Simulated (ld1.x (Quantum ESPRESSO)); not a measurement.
sulfur (S), PAW: configuration errors across variants

```
Element                 : S (Z = 16)
Generator               : ld1.x (Quantum ESPRESSO) 7.5
Type                    : PAW
Functional              : LDA (PZ)
Relativity              : scalar-relativistic
Frozen core             : [Ne]
Valence charge          : 6
Reference configuration : 3s1 3p5
Partial waves           : 3s (bound): rcut 1.00, rcutus 1.35 bohr; 3s channel at -0.9 Ry: rcut 1.00, rcutus 1.35 bohr; 3p (bound): rcut 1.30, rcutus 1.70 bohr; 3p channel at -0.2 Ry: rcut 1.30, rcutus 1.70 bohr; 3d channel at 0.45 Ry: rcut 1.05, rcutus 1.35 bohr
Local potential         : all-electron potential smoothed inside 1.10 bohr (lloc = -1)
Core correction         : Bessel-smoothed model core, default radius (core density twice the valence density)
Augmentation charge     : PSQ, inside the norm-conserving radii
```

All-electron excitation energies from the reference (eV): (1) 3s2 3p4 -10.240; (2) 3s2 3p3 1.623; (3) 3s2 3p2 23.996; (4) 3s1 3p4 12.421; (5) 3s2 3p4.3 -11.981; (6) 3s2 3p1 58.154; (7) 3s2 3p0 105.137; (8) 3s1 3p5 spin -0.864; (9) 3s2 3p4 spin -10.946.

Spin tests fill each open shell by Hund’s rule, majority spin first.

The default core radius of the base comes out at 0.88 bohr.

2 further variants failed, have other tests or another functional or relativity, and are left out.

A true bound ghost makes a file unfit for plane-wave use even where its test errors are small: the radial tests pick states by their node count and pass the ghost by.

Errors AE − PS in meV (a dash: test not solved or not reliable):

| change | (1) | (2) | (3) | (4) | (5) | (6) | (7) | (8) | (9) | bound ghosts |
| --- | --- | --- | --- | --- | --- | --- | --- | --- | --- | --- |
| base | +0.2 | -1.0 | -7.9 | -1.5 | +0.4 | -34 | -112 | -0.7 | 0.0 | none |
| local potential all-electron potential smoothed inside 0.62 bohr (lloc = -1) | +0.2 | -1.0 | -7.7 | -1.4 | +0.3 | -34 | -114 | -0.6 | 0.0 | s |
| type TM; waves now 3s (bound): rc 1.35 bohr; 3p (bound): rc 1.70 bohr; 3d channel at 0.45 Ry: rc 1.35 bohr; local potential all-electron potential smoothed inside 1.65 bohr (lloc = -1) | +0.8 | +1.8 | +23 | +3.6 | +1.8 | +87 | +222 | +13 | +9.8 | none |
| local potential all-electron potential smoothed inside 1.30 bohr (lloc = -1) | +0.2 | -1.0 | -7.9 | -1.5 | +0.4 | -35 | -112 | -0.7 | 0.0 | none |

Question: Give the same row for: core correction a·sin(br)/r model core, default radius (ld1.x builds one for every PAW set, though the input has nlcc=.false.).

Answer: +0.5, -0.6, -7.2, -1.5, +0.6, -33, -109, -0.4, +0.4; bound ghosts: none.
